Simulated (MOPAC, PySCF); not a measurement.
C5H6BNO, SMILES `Bc1ccc(O)cn1` (H–B–C–N torsion 0°, C–C–O–H torsion -180°), neutral singlet in the gas phase. 

Cartesian coordinates (Å):
```xyz
14

B      2.6437     0.5823     0.1569
C      1.1329     0.2754     0.0911
C      0.6160    -0.7271    -0.7616
C     -0.7481    -0.9925    -0.8100
C     -1.5890    -0.2356     0.0115
O     -2.9147    -0.4676    -0.0116
C     -1.0062     0.7507     0.8396
N      0.2882     0.9965     0.8801
H      3.0592     1.4406     0.8909
H      3.4088    -0.0469    -0.5356
H      1.3049    -1.2975    -1.3887
H     -1.1750    -1.7603    -1.4585
H     -3.3622     0.1292     0.6050
H     -1.6584     1.3529     1.4909
```
Charge 0, multiplicity 1.

All levels are single points at this geometry (B3LYP-D3(BJ)/def2-SVP); Pople sets use spherical d functions. Orbital energies aren't observables, and empty levels follow the basis.

```
level                            HOMO (eV)  LUMO (eV)  gap (eV)  dipole (D)  vertical IE, Delta-SCF (eV)
-------------------------------  ---------  ---------  --------  ----------  ---------------------------
PBE-D3(BJ)/def2-TZVP in PySCF        -5.87      -2.91      2.96        3.45                            –
TPSSh-D3(BJ)/def2-TZVP in PySCF      -6.59      -2.40      4.18        3.20                         9.13
B3LYP/3-21G in PySCF                 -6.61      -1.91      4.70        3.27                            –
BP86/6-31G* in PySCF                 -5.65      -2.66      2.99        3.48                            –
M06-2X/6-31G* in PySCF               -8.09      -0.89      7.20        2.72                            –
PBE/6-31G* in PySCF                  -5.52      -2.57      2.95        3.49                            –
SVWN5/6-31G* in PySCF                -5.61      -2.81      2.79        3.56                            –
HF/3-21G in PySCF                    -9.26       1.68     10.94        2.34                            –
HF/6-31G* in PySCF                   -8.99       1.83     10.82        2.39                            –
HF/STO-3G in PySCF                   -7.26       4.92     12.18        2.06                            –
PM3 in MOPAC                         -9.83      -0.96      8.87        2.65                            –
PM6 in MOPAC                         -9.56      -0.98      8.58        1.69                            –
PM7 in MOPAC                         -9.65      -1.17      8.47        1.63                            –
```
